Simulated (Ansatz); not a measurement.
Relaxation of AlF2H3O (7 atoms, charge 0, multiplicity 1), to a largest force component of 0.03 eV/Å in at most 50 steps.

Computed with RKS revPBE-D4/cc-pVDZ in Ansatz.

```xyz
7
Properties=species:S:1:pos:R:3
Al -0.033 -0.225 0.112
O -0.001 -0.325 1.872
H -0.873 -0.437 2.297
F 1.437 -0.247 -0.734
F -1.496 -0.154 -0.752
H 0.116 2.411 0.901
H 0.088 1.825 1.329
```

Q: Where does it end, and by what steps?

A: It converged. After 7 steps the energy has fallen by 0.138 eV; H6 moved furthest, 0.47 Å.

| step | energy less start (eV) | largest force component (eV/Å) | accepted |
| --- | --- | --- | --- |
| 0 | 0.0000 | 1.440 | yes |
| 1 | -0.0726 | 0.711 | yes |
| 2 | -0.1007 | 0.579 | yes |
| 3 | -0.1260 | 0.398 | yes |
| 4 | -0.1339 | 0.193 | yes |
| 5 | -0.1369 | 0.086 | yes |
| 6 | -0.1370 | 0.232 | yes |
| 7 | -0.1377 | 0.027 | yes |

```xyz
7
Properties=species:S:1:pos:R:3
Al -0.036 -0.102 0.265
O -0.035 -0.594 1.935
H -0.909 -0.738 2.341
F 1.439 -0.046 -0.577
F -1.485 0.109 -0.606
H 0.139 2.228 0.466
H 0.125 1.990 1.202
```

Whether the end is a true minimum wasn't checked by a vibrational analysis.

The run took 16 s on 1 thread of Arm Neoverse V2 (shared host), peak memory 0.13 GiB.
